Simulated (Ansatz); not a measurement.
Abridged output of a molecular run in Ansatz:

```
Functional definition: HF
1877 factors; integrals over basis functions are off by at most 9.6e-4 eV
mean field evaluation 1: about -82492.3803 eV, gradient 5.7e1 eV
mean field evaluation 2: about -82492.6948 eV, gradient 5.8e1 eV
mean field evaluation 4: about -82498.8593 eV, gradient 4.1e0 eV
mean field evaluation 8: about -82498.9346 eV, gradient 3.4e-1 eV
mean field -82498.93498225 eV, -3031.7799408110 hartree, gradient 3.6e-6 eV, S^2 0.000000; 0 other end points of the search recorded, 0 dependent functions left out
22 core orbitals not correlated: weight in the atoms' cores, before any rotation towards them, 1.000 or more for the frozen orbitals, at most 0.000 for the correlated occupied ones
reference -82498.93498225 eV, -3031.7799408110 hartree; 24, 24 occupied and 263, 263 virtual orbitals, 1877 factors
second order -34.25169483 eV of doubles, -0.00000000 eV of singles
cycle   1  -34.24930906 eV  change    2.4e-3 eV  update   1.2e-1
cycle   2  -35.09220803 eV  change   -8.4e-1 eV  update   3.5e-2
cycle   3  -35.25528878 eV  change   -1.6e-1 eV  update   1.7e-2
cycle   4  -35.23358082 eV  change    2.2e-2 eV  update   3.8e-3
cycle   5  -35.23209520 eV  change    1.5e-3 eV  update   1.8e-3
cycle   6  -35.23306063 eV  change   -9.7e-4 eV  update   5.0e-4
cycle   7  -35.23274882 eV  change    3.1e-4 eV  update   1.9e-4
cycle   8  -35.23269943 eV  change    4.9e-5 eV  update   6.0e-5
perturbative correction -1.35071569 eV, -0.0496378859 hartree
Total energy: -82535.51839736 eV, -3033.1243565194 hartree
```

Its atoms:

Cartesian coordinates in Å:
```
O -0.864 -1.181 1.278
Ge -0.009 -1.501 -0.272
N 0.934 0.028 -0.568
Si 0.308 1.610 -0.354
O -1.146 1.494 0.362
Cl 1.691 2.667 0.750
H -1.623 -1.751 1.421
H 0.974 -2.670 -0.118
H -1.089 -1.754 -1.336
H 1.936 -0.083 -0.559
H 0.119 2.384 -1.593
H -1.230 0.757 0.988
```

(1) Which basis set was used?
A. def2-TZVPP
B. def2-TZVPPD
C. def2-SVP
D. def2-QZVPP

(2) Write the keys of the input that set method, charge and spin (a neutral closed shell needs none for the last two).

Answers

(1) A. It gives 309 functions.

(2) 
```yaml
correlation: {method: ccsd_t}
```
